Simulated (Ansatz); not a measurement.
A run for Ansatz (an electronic-structure program): U-B3LYP/cc-pVTZ on GaH3O (SMILES [OH][GaH2]), a point of a bond scan (R = 2.213 Å).

Ansatz 0.2 input:
```yaml
crystal:
  periodic: [false, false, false]
  atoms:
    - {symbol: Ga, position_ang: [-0.22521905, -0.28436532, 0.02581913]}
    - {symbol: H, position_ang: [0.06027017, -1.29718128, 1.17225298]}
    - {symbol: H, position_ang: [-1.35945454, -0.30870479, -1.05292543]}
    - {symbol: O, position_ang: [0.93817677, 1.08727522, -0.02402144]}
    - {symbol: H, position_ang: [0.56415960, 2.54946317, -1.64213526]}
basis:
  gaussian:
    orbitals: cc-pVTZ
hamiltonian:
  xc: {name: B3LYP}
magnetization: {spin_polarized: true, initial_magnetization: 0}
```

Output:

```
WARN ansatz: RAYON_NUM_THREADS=1 ignored (pool sized by the plan → 1); use --threads N
Functional definition: B3LYP
integrals: 0.03 GiB planned
739 factors; their error is unknown
mean field: 0.45 GiB planned
mean field evaluation 1: about -54457.8263 eV, gradient 5.5e1 eV
mean field evaluation 2: about -54330.0732 eV, gradient 1.3e2 eV
mean field evaluation 4: about -54465.5270 eV, gradient 2.1e1 eV
mean field evaluation 8: about -54471.7943 eV, gradient 2.7e0 eV
mean field evaluation 16: about -54471.9813 eV, gradient 2.8e-3 eV
mean field evaluation 32: about -54472.8025 eV, gradient 1.8e-5 eV
mean field evaluation 64: about -54472.8025 eV, gradient 6.4e-6 eV
mean field -54472.80250549 eV, -2001.8385690852 hartree, gradient 4.3e-5 eV, S^2 0.815647; 4 other end points of the search recorded, 0 dependent functions left out
reference -54472.80274814 eV, -2001.8385780024 hartree; 21, 21 occupied and 94, 94 virtual orbitals, 739 factors
Total energy: -54472.80274814 eV, -2001.8385780024 hartree
```

The calculation finished and met its thresholds. Its determinant has ⟨S²⟩ = 0.82, a mixture of spin states.

Cost: around 10 core-seconds (rough).
